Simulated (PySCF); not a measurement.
**Static response to an electric field**

Compound: C5H6F2O.
Cartesian coordinates in Å at the PBE0-D3(BJ)/def2-SVP level; atoms count from 1:
```xyz
14
C5H6F2O angstrom
F      0.9901   -0.8671   -1.6849
C      1.6735   -0.2633   -0.6926
F      2.3460    0.7839   -1.2230
C      0.7139    0.2475    0.3747
C     -0.3858    1.0980   -0.1903
C     -1.5506    0.4881    0.0162
C     -1.3225   -0.8025    0.7358
O      0.0699   -0.8499    0.9730
H      2.3990   -0.9855   -0.2795
H      1.3253    0.7896    1.1233
H     -0.2132    2.0441   -0.7029
H     -2.5346    0.8435   -0.2942
H     -1.6442   -1.6742    0.1333
H     -1.8670   -0.8526    1.6981
```

Level: wB97X-D/def2-SVPD (PySCF), static field, nuclei fixed, core orbitals frozen in the response. The polarisability tensor in these axes (au):

```
x   72.84  5.33 -3.74
y    5.33 59.40 -3.86
z   -3.74 -3.86 53.15
```

Question: Give the principal values, the mean and the anisotropy Δα = √{½[(α1 − α2)² + (α2 − α3)² + (α1 − α3)²]}.

Answer: Principal values 51.24, 58.41 and 75.72 au; mean 61.79 au = 9.16 Å³ = 10.19 × 10⁻⁴⁰ C²·m²/J; Δα = 21.80 au (35 % of the mean).

Question: What is the dipole moment, and where does it point?

Answer: (-1.35, 0.60, 1.09) D, 1.84 D in size, pointing from the negative to the positive side. Measured along this direction, the outermost atoms are H9 and F3 at the negative end and H14 at the positive end.

Question: What would n − 1 = 2πNα be for an ideal gas of these molecules at 350 K and 1 atm, electronic part alone?

Answer: N = p/kT = 2.0968 × 10¹⁹ cm⁻³, so n − 1 = 2π × N × 9.16 × 10⁻²⁴ cm³ = 1206 × 10⁻⁶ at long wavelengths, for an ideal gas.

Question: In a dilute gas of rigid molecules at 350 K, how does the orientational term μ²/3kT compare with the electronic polarisability?

Answer: In Gaussian units μ²/3kT = 23.39 Å³ against 9.16 Å³, a ratio of 2.55; the Debye molar polarisation (4π/3)N_A(α + μ²/3kT) is 82.1 cm³/mol, leaving out the vibrational part.

Question: What molar refraction does this α imply?

Answer: Lorentz–Lorenz: R = (4π/3)N_A α = 2.5225 cm³/(mol·Å³) × 9.16 Å³ = 23.1 cm³/mol, in the limit of long wavelengths.

Question: Give the eigenvalues of the traceless quadrupole moment Θ = ½Σq(3rr − r²1), origin at the centre of nuclear charge.

Answer: -6.98, -0.77, 7.75 D·Å. The values depend on the origin, since the dipole doesn't vanish. The electronic extent ⟨r²⟩ about the same centre is 858 bohr², a root-mean-square distance of 1.97 Å for the 62 electrons.

The structure is a single PBE0-D3(BJ)/def2-SVP conformer in the gas phase; no vibrational or solvent corrections.
